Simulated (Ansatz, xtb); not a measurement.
## Relative energy of two isomers of C3H4BrFO

We compare I, `F[C@@H]1OC[C@@H]1Br`, a singlet, with II, `F[C@@H]1OC[C@H]1Br`, a singlet. Both are isolated molecules in the gas phase, relaxed with r2SCAN-D4/def2-SVP.

I (Å):

| atom | x (Å) | y (Å) | z (Å) |
| --- | --- | --- | --- |
| C | 0.3148 | -2.1670 | 1.0465 |
| C | -1.6669 | -2.2005 | 0.4874 |
| C | -0.6477 | -1.0609 | 0.5783 |
| Br | -0.2030 | -0.0699 | -1.0155 |
| F | 1.1453 | -2.6123 | 0.0609 |
| O | -0.7640 | -3.0402 | 1.2484 |
| H | 0.9239 | -2.0127 | 1.9541 |
| H | -1.8275 | -2.5846 | -0.5338 |
| H | -2.6303 | -2.0558 | 1.0009 |
| H | -0.8706 | -0.3353 | 1.3716 |

II (Å):

```yaml
atoms:
  - { symbol: C, position_ang: [0.3054, -2.1020, 1.0575] }
  - { symbol: C, position_ang: [-1.7028, -2.1883, 0.5975] }
  - { symbol: C, position_ang: [-0.5706, -1.2796, 0.1085] }
  - { symbol: Br, position_ang: [-0.7177, 0.6231, 0.4246] }
  - { symbol: F, position_ang: [1.3652, -2.7055, 0.4561] }
  - { symbol: O, position_ang: [-0.7434, -3.0118, 1.2958] }
  - { symbol: H, position_ang: [0.6748, -1.6036, 1.9734] }
  - { symbol: H, position_ang: [-2.4075, -1.6976, 1.2892] }
  - { symbol: H, position_ang: [-2.2573, -2.7501, -0.1723] }
  - { symbol: H, position_ang: [-0.2782, -1.4282, -0.9394] }
```

Quicker runs give these differences E(II) − E(I): GFN2-xTB −2.52 kcal/mol; HF/STO-3G −0.24 kcal/mol (at GFN2-xTB geometries); r2SCAN-D4/def2-SVP//GFN2-xTB −0.24 kcal/mol.

Question: Estimate E(II) − E(I) at the level CCSD(T)/def2-SVP + ΔMP2/def2-TZVPP.

Answer: CCSD(T)/def2-SVP + ΔMP2/def2-TZVPP gives E(II) − E(I) = −0.68 kcal/mol, slightly favouring structure II, which is too small a margin to settle the true order.

Level by level:

| level | geometry | E(II) − E(I) (kcal/mol) | departure from the last row (kcal/mol) | job, with rough time for the two |
| --- | --- | --- | --- | --- |
| GFN2-xTB | GFN2-xTB | −2.52 | −1.84 | optimisation, 0.12 s |
| HF/STO-3G | GFN2-xTB | −0.24 | +0.44 | single point, 0.48 s |
| r2SCAN-D4/def2-SVP//GFN2-xTB | GFN2-xTB | −0.24 | +0.44 | single point, 6.1 s |
| r2SCAN-D4/def2-SVP | r2SCAN-D4/def2-SVP | −0.26 | +0.42 | optimisation, 69 s |
| HF/def2-SVP | r2SCAN-D4/def2-SVP | −1.07 | −0.39 | part of the CCSD(T) run |
| MP2/def2-SVP | r2SCAN-D4/def2-SVP | −0.26 | +0.43 | part of the CCSD(T) run |
| CCSD(T)/def2-SVP | r2SCAN-D4/def2-SVP | −0.32 | +0.36 | single point |
| CCSD(T)/def2-SVP + ΔMP2/def2-TZVPP | r2SCAN-D4/def2-SVP | −0.68 |  | single point, 83 s |

As drawn, both hold the same kinds of bond in the same numbers.

The largest departure from CCSD(T)/def2-SVP + ΔMP2/def2-TZVPP is that of GFN2-xTB, 1.84 kcal/mol. The last row adds to CCSD(T) the change of the MP2 difference between the two basis sets, here −0.36 kcal/mol.

With thermal terms from frequencies at re-optimised GFN2-xTB minima (ideal gas, soft modes damped towards free rotors, one conformer each, 298.15 K, 1 atm): the zero-point term adds −0.03 kcal/mol; ΔH is −0.70 and ΔG −0.77 kcal/mol.

The correlated steps freeze 14 core orbitals; the filled d shell of Br is correlated, in a basis made for valence electrons. Run with Ansatz 0.2.0, xtb 6.7.1; the last row on 2 threads of Arm Neoverse V2 on a shared host.
